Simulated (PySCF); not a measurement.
Methyl 2-butynoate, C5H6O2.
SMILES with atom numbers: `[CH3:1][C:2]#[C:3][C:4](=[O:5])[O:6][CH3:7]` (hydrogens: H8, H9, H10 on C1; H11, H12, H13 on C7)

The same species was optimised twice, with GFN2-xTB and with PBE0-D3(BJ)/def2-SVP (PySCF), and the same property calculations (PySCF, gas phase) were run on both structures.

```
     coordinate  GFN2-xTB  PBE0-D3(BJ)/def2-SVP  change
      C3–C4 (Å)     1.437                 1.448  +0.011
      C1–C2 (Å)     1.440                 1.449  +0.009
      C2≡C3 (Å)     1.203                 1.213  +0.010
      C4–O6 (Å)     1.343                 1.337  -0.006
      O6–C7 (Å)     1.418                 1.417  -0.001
      C4=O5 (Å)     1.205                 1.204  -0.001
   C1–C2–C3 (°)     178.9                 179.9    +1.0
   C3–C4–O6 (°)     111.0                 111.4    +0.4
   O5–C4–O6 (°)     124.3                 124.0    -0.3
   C2–C3–C4 (°)     176.3                 176.5    +0.2
   C4–O6–C7 (°)     115.6                 115.4    -0.2
   C3–C4–O5 (°)     124.7                 124.6    -0.1
C3–C4–O6–C7 (°)       180                   180       0
```

Rotational constants: A = 8582, B = 1227, C = 1088 MHz (GFN2-xTB) against A = 8706, B = 1210, C = 1077 MHz (PBE0-D3(BJ)/def2-SVP).

On the GFN2-xTB structure: lowest singlet, TDDFT (eV) 5.00 [wB97X-D/def2-SVPD]; isotropic polarisability (au) 69.1 [wB97X-D/def2-SVPD]; HOMO (eV) -9.77 [wB97X-D/def2-SVPD]; LUMO (eV) 0.74 [wB97X-D/def2-SVPD]; dipole (D) 2.47 [wB97X-D/def2-SVPD]; HOMO (eV) -7.82 [PBE0/pcSseg-1]; LUMO (eV) -0.93 [PBE0/pcSseg-1]; dipole (D) 2.36 [PBE0/pcSseg-1]; GIAO shielding of C1 (ppm) 182.3 [PBE0/pcSseg-1]; GIAO shielding of C2 (ppm) 95.0 [PBE0/pcSseg-1]; GIAO shielding of C3 (ppm) 107.8 [PBE0/pcSseg-1]; GIAO shielding of C4 (ppm) 26.3 [PBE0/pcSseg-1]; GIAO shielding of O5 (ppm) -118.8 [PBE0/pcSseg-1]; GIAO shielding of O6 (ppm) 136.8 [PBE0/pcSseg-1]; GIAO shielding of C7 (ppm) 133.5 [PBE0/pcSseg-1].

Question: What do these properties become on the PBE0-D3(BJ)/def2-SVP structure?

Answer: 
| property | level | on GFN2-xTB | on PBE0-D3(BJ)/def2-SVP | change |
| --- | --- | --- | --- | --- |
| lowest singlet, TDDFT (eV) | wB97X-D/def2-SVPD | 5.00 | 4.98 | -0.02 |
| isotropic polarisability (au) | wB97X-D/def2-SVPD | 69.1 | 69.9 | +0.8 |
| HOMO (eV) | wB97X-D/def2-SVPD | -9.77 | -9.76 | +0.01 |
| LUMO (eV) | wB97X-D/def2-SVPD | 0.74 | 0.71 | -0.03 |
| dipole (D) | wB97X-D/def2-SVPD | 2.47 | 2.42 | -0.05 |
| energy, GFN2-xTB geometry as zero (kcal/mol) | wB97X-D/def2-SVPD | 0.0 | -0.5 | -0.5 |
| HOMO (eV) | PBE0/pcSseg-1 | -7.82 | -7.81 | +0.01 |
| LUMO (eV) | PBE0/pcSseg-1 | -0.93 | -0.96 | -0.03 |
| dipole (D) | PBE0/pcSseg-1 | 2.36 | 2.32 | -0.04 |
| energy, GFN2-xTB geometry as zero (kcal/mol) | PBE0/pcSseg-1 | 0.0 | 0.0 | 0.0 |
| GIAO shielding of C1 (ppm) | PBE0/pcSseg-1 | 182.3 | 179.8 | -2.5 |
| GIAO shielding of C2 (ppm) | PBE0/pcSseg-1 | 95.0 | 95.0 | 0.0 |
| GIAO shielding of C3 (ppm) | PBE0/pcSseg-1 | 107.8 | 106.5 | -1.3 |
| GIAO shielding of C4 (ppm) | PBE0/pcSseg-1 | 26.3 | 26.8 | +0.5 |
| GIAO shielding of O5 (ppm) | PBE0/pcSseg-1 | -118.8 | -118.2 | +0.6 |
| GIAO shielding of O6 (ppm) | PBE0/pcSseg-1 | 136.8 | 137.4 | +0.6 |
| GIAO shielding of C7 (ppm) | PBE0/pcSseg-1 | 133.5 | 132.3 | -1.2 |

The heavy atoms differ by 0.016 Å rms after alignment. Among bonds between heavy atoms C2≡C3 and C3–C4 change most and about equally (+0.010 to +0.011 Å). Changes are differences of the printed values. Neither structure is proved a minimum here.

The values belong to the conformer `[CH3:1][C:2]#[C:3][C:4](=[O:5])[O:6][CH3:7]`: C3–C4–O6–C7 180°.

wB97X-D is run here without its empirical dispersion term; that term would change no orbital, density or response property at a fixed geometry.
